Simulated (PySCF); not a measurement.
# Unknown: peak-picked proton spectrum

Formula C6H4F3N. The spectrum was simulated from the full spin Hamiltonian at 600 MHz with 1.0 Hz Lorentzian lines, from shifts rounded to 0.01 ppm and J to 0.1 Hz, couplings under 1 Hz left out.

Maxima in ppm (height), grouped by integral:
2H: 9.025 (99), 9.015 (100)
2H: 7.525 (100), 7.515 (99)

13C{1H} NMR (computed): δ 156.7 (CH), 144.5 (C, q, J = 36.7 Hz), 128.2 (C, q, J = 337.2 Hz), 124.5 (CH, q, J = 3.4 Hz).

- PBE0-D3(BJ)/def2-SVP geometry
- PBE0/pcSseg-1 with gauge-including orbitals
- couplings computed with B3LYP/pcJ-1 (spin–dipole term only in couplings to heteroatoms)
- run in PySCF 2.14.0 with density-fitted response routines
- no solvent, one conformer, averaged over atoms made equivalent by symmetry, fast rotation or ring inversion, non-relativistic Hamiltonian

Chemical shifts δ = σref − σ; 1H (31.27 ppm) and 13C (184.41 ppm) vs TMS, all at this level.

**Question.** Analyse the multiplets.

**Answer.** 1H NMR (600 MHz, computed): δ 9.02 (d, J = 5.8 Hz, 2H), 7.52 (d, J = 5.8 Hz, 2H). These are first-order names from the parameters used; overlap and second-order distortion can hide them in the list.

**Question.** What is the compound?

**Answer.** 4-(trifluoromethyl)pyridine (FC(F)(F)c1ccncc1).

Atoms are numbered as in `[F:1][C:2]([F:3])([F:4])[c:5]1[cH:6][cH:7][n:8][cH:9][cH:10]1`. Hydrogens are named by the atom that carries them.

1. δ 9.02: H(C7)/H(C9), hydrogen on an aromatic CH next to a ring nitrogen, coupled to H(C6)/H(C10) (5.8 Hz).
2. δ 7.52: H(C6)/H(C10), hydrogen on an aromatic CH, coupled to H(C7)/H(C9) (5.8 Hz).

The data come from this structure; uniqueness wasn't tested.

C–F couplings over four or more bonds (about 3 Hz to the para carbon of a fluoroarene) are left out. Common functionals overestimate the size of one-bond C–F couplings by tens of Hz; these are unscaled. Splittings below 1 Hz are ignored in the labels, and close J values are merged. Couplings among chemically equivalent protons are left out too, so labels in AA′BB′ or AA′XX′ sets are apparent multiplicities. Unscaled 3J(H,H) at this level run about 10 % above measured values. Shifts are as computed. Against solution values, carbons near 30 ppm lie about +2 ppm off and those near 130 ppm about +5 ppm. Of 1211 compounds with measured shifts, 218 miss one by over three times the rms of a fit or turn the order of signals round; such compounds aren't used in these exercises.
